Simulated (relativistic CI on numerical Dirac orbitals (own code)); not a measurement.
# Energy levels of Au LIII

Computed by Dirac-Coulomb-Breit CI, separate exchange-only KLI orbitals for each configuration, QED by a radiative potential, unscaled Slater integrals (own radial code, finite nucleus).

Configurations in the expansion (outside the closed core [Ne]): 3s2 3p6 3d9, 3s2 3p5 3d10, 3s 3p6 3d10, 3s2 3p6 3d8 4s, 3s2 3p6 3d8 4p, 3s2 3p4 3d10 4s, 3s2 3p6 3d8 4d, 3s2 3p4 3d10 4p, 3s2 3p5 3d9 4s, 3s2 3p6 3d8 4f, 3s2 3p4 3d10 4d, 3s2 3p5 3d9 4p, 3s 3p5 3d10 4s, 3s 3p5 3d10 4p, 3s2 3p6 3d7 4s2, 3s2 3p5 3d9 4d. Levels of other configurations are missing.

The lowest level is 3s2 3p6 3d9 2D_5/2, with 100 % of that term; Hund's rules for 3s2 3p6 3d9 give 2D with J = 5/2, in agreement.

| No. | Configuration | Term | J | E (10³ cm⁻¹) | % | Next component (%) | Landé g | Lifetime (s) |
| --- | --- | --- | --- | --- | --- | --- | --- | --- |
| 1 | 3s2 3p6 3d9 | 2D | 5/2 | 0.0 | 100 |  | 1.188 |  |
| 2 | 3s2 3p6 3d9 | 2D | 3/2 | 739.2 | 100 |  | 0.786 | 1.55e-07 |
| 3 | 3s2 3p5 3d10 | 2P° | 3/2 | 4119.9 | 100 |  | 1.320 | 4.55e-13 |
| 4 | 3s2 3p5 3d10 | 2P° | 1/2 | 7573.9 | 100 |  | 0.647 | 1.02e-13 |
| 5 | 3s 3p6 3d10 | 2S | 1/2 | 9725.2 | 100 |  | 1.983 | 1.25e-13 |
| 6 | 3s2 3p6 3d8 4s | 4F | 9/2 | 15376.3 | 86 | 14 2G | 1.291 | 7.24e-10 |
| 7 | 3s2 3p6 3d8 4s | 2F | 7/2 | 15403.6 | 62 | 23 4F | 1.114 | 5.15e-11 |
| 8 | 3s2 3p6 3d8 4s | 2D | 5/2 | 15463.7 | 48 | 43 4P | 1.340 | 1.35e-10 |
| 9 | 3s2 3p6 3d8 4s | 2D | 3/2 | 15476.9 | 50 | 33 2P | 0.997 | 5.08e-11 |
| 10 | 3s2 3p6 3d8 4s | 2S | 1/2 | 15644.4 | 51 | 34 4P | 2.023 | 3.18e-11 |
| 11 | 3s2 3p6 3d8 4s | 4F | 7/2 | 16108.7 | 74 | 25 2F | 1.201 | 1.32e-10 |
| 12 | 3s2 3p6 3d8 4s | 4F | 5/2 | 16115.7 | 64 | 35 2F | 0.961 | 9.75e-11 |
| 13 | 3s2 3p6 3d8 4s | 4P | 5/2 | 16193.7 | 49 | 25 2F | 1.291 | 1.08e-10 |
| 14 | 3s2 3p6 3d8 4s | 4P | 3/2 | 16200.4 | 30 | 28 4F | 1.095 | 9.57e-11 |
| 15 | 3s2 3p6 3d8 4s | 2G | 9/2 | 16239.7 | 86 | 14 4F | 1.129 | 1.11e-10 |
| 16 | 3s2 3p6 3d8 4s | 4P | 3/2 | 16240.0 | 61 | 35 2P | 1.535 | 8.63e-11 |
| 17 | 3s2 3p6 3d8 4p | 4D° | 7/2 | 16244.4 | 47 | 24 2F° | 1.268 | 1.28e-11 |
| 18 | 3s2 3p6 3d8 4s | 2G | 7/2 | 16245.6 | 85 | 13 2F | 0.915 | 8.13e-11 |
| 19 | 3s2 3p6 3d8 4s | 2P | 1/2 | 16257.8 | 67 | 33 4P | 1.313 | 4.46e-11 |
| 20 | 3s2 3p6 3d8 4p | 2G° | 9/2 | 16258.4 | 41 | 27 4G° | 1.141 | 1.98e-11 |
| 21 | 3s2 3p6 3d8 4p | 2D° | 3/2 | 16328.1 | 30 | 30 2P° | 1.266 | 1.87e-11 |
| 22 | 3s2 3p6 3d8 4p | 2F° | 5/2 | 16335.4 | 40 | 29 2D° | 1.072 | 1.98e-11 |
| 23 | 3s2 3p6 3d8 4p | 2P° | 1/2 | 16507.0 | 62 | 27 4D° | 0.660 | 9.62e-12 |
| 24 | 3s2 3p6 3d8 4s | 4F | 3/2 | 16893.2 | 60 | 33 2D | 0.586 | 1.67e-10 |
| 25 | 3s2 3p6 3d8 4s | 2F | 5/2 | 16904.2 | 36 | 32 2D | 1.043 | 7.05e-11 |
| 26 | 3s2 3p6 3d8 4p | 4G° | 7/2 | 16977.2 | 55 | 19 2G° | 1.008 | 1.01e-12 |
| 27 | 3s2 3p6 3d8 4p | 4F° | 5/2 | 16982.7 | 39 | 30 4D° | 1.112 | 2.23e-13 |
| 28 | 3s2 3p6 3d8 4p | 2D° | 3/2 | 17058.5 | 24 | 24 4D° | 1.185 | 5.40e-13 |
| 29 | 3s2 3p6 3d8 4p | 2D° | 5/2 | 17071.9 | 26 | 24 2F° | 1.068 | 1.71e-13 |
| 30 | 3s2 3p6 3d8 4p | 4P° | 1/2 | 17094.8 | 54 | 28 4D° | 1.795 | 2.02e-11 |

Energies count from the lowest computed level; ° marks odd parity; lifetimes are radiative, by E1, M1, E2, M2 decay to levels of this space only.

The mean weight of the leading LS term, summed over parents, in these 30 levels is 61 %, and that of the leading jj configuration (from the same eigenvectors) 100 %, so jj coupling describes them better and the LS labels are nominal.

At this charge energies of transitions that change n are usually good to better than 1 %, and those within a shell (Δn = 0) to a few per cent.

LS names give the leading component of a level, which can be under half, so a name can repeat, a term be missing and a line seem to break the LS rules.
